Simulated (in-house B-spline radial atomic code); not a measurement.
How numerical settings move a run on Sb, [Kr] 4d10 5s2 5p3. Computed with a B-spline radial code for spherical atoms: non-relativistic TPSS, spherical fractional occupations, point nucleus.

Command:
```bash
python run_scf.py task.json out
```
Settings of the sound reference run:
```
Z                51
electrons        51
configuration    [Kr] 4d10 5s2 5p3
hamiltonian      nr
method           tpss,tpss
spin_polarised   False
knot_spacing     0.22
spline_order     8
gauss_points     12
box_radius       50
max_iterations   70
damping          0.5
damped_steps     3
diis_vectors     10
tolerance        1e-08
start            Thomas-Fermi
```

Run time, properties included: 0.35 s on 1 thread of Arm Neoverse N1, with other jobs on the host.

It converges in 8 iterations to -6315.608825 hartree, with 5p at -4.9273 eV. The other runs change the listed settings, some to values that make no sense; their results aren't properties of the atom or ion. Radii are in bohr (the nuclear one in fm), a minus after a letter asks for a j subshell, and «unchanged» means within 1e-8 hartree. The run stops when the residual is below 10 × tolerance × max(1, Z/10), or a noise floor if that is larger, and the energy moves by less than 1e-8 × √|E| hartree; so very loose and very tight tolerances often act alike.

```tsv
changed settings	outcome
damping = 0	converged in 8 iterations, energy unchanged, 5p level +1.5e-05 eV
max_iterations = 75, damping = 0.95, tolerance = 1e-06, start = bare nucleus	converged in 8 iterations, energy unchanged, 5p level -1.1e-04 eV
gauss_points = 3, max_iterations = 12, diis_vectors = 2	converged in 9 iterations, energy -1.08e+06 hartree from the reference, 5p level +1.2e+00 eV
diis_vectors = 20	converged in 8 iterations, energy unchanged
knot_spacing = 2	converged in 7 iterations, energy +7.19e+02 hartree from the reference, 5p level -5.6e+00 eV (the program warns: 3p reaches the box edge; 3d reaches the box edge)
knot_spacing = 0.75	converged in 9 iterations, energy +1.13e+01 hartree from the reference, 5p level -2.6e-01 eV
knot_spacing = 2, gauss_points = 4, box_radius = 7.5, max_iterations = 60, diis_vectors = 2	converged in 8 iterations, energy +3.33e+02 hartree from the reference, 5p level -7.4e-01 eV (the program warns: 5p reaches the box edge; 1s reaches the box edge)
damping = 0.8	converged in 9 iterations, energy unchanged, 5p level +3.6e-05 eV
knot_spacing = 1.4	converged in 8 iterations, energy +4.66e+02 hartree from the reference, 5p level -1.7e+00 eV (the program warns: 3s reaches the box edge; 4s reaches the box edge)
knot_spacing = 0.15	converged in 8 iterations, energy -5.14e-05 hartree from the reference, 5p level +2.2e-05 eV
knot_spacing = 0.3	converged in 8 iterations, energy +8.81e-05 hartree from the reference, 5p level +5.9e-04 eV
damping = 0.95	converged in 9 iterations, energy unchanged, 5p level +4.2e-05 eV
knot_spacing = 1	converged in 8 iterations, energy +2.08e+01 hartree from the reference, 5p level -2.1e-01 eV
electrons = 55, configuration = [Kr] 4d10 5s2 5p7, max_iterations = 100	stopped with error: shell 5p holds at most 6 electrons
max_iterations = 75, damping = 0.2, damped_steps = 8, start = bare nucleus	converged in 11 iterations, energy unchanged, 5p level +1.9e-05 eV
electrons = 59, configuration = [Kr] 4d10 5s2 5p3 7s2 7p6, max_iterations = 75	converged in 10 iterations to -6314.8449 hartree, a different physical problem (warning: 5p has a positive eigenvalue: unbound, held by the box)
```

Task: What happens with knot_spacing = 0.4?

Result: Converged in 8 iterations, energy +2.67e-03 hartree from the reference, 5p level +4.0e-05 eV.

Task: What happens with diis_vectors = 2?

Result: Converged in 9 iterations, energy unchanged, 5p level +2.7e-05 eV.

Task: What happens with damping = 0.2?

Result: Converged in 8 iterations, energy unchanged, 5p level +1.7e-05 eV.

Task: What happens with diis_vectors = 0?

Result: Converged in 13 iterations, energy unchanged, 5p level +1.8e-05 eV.
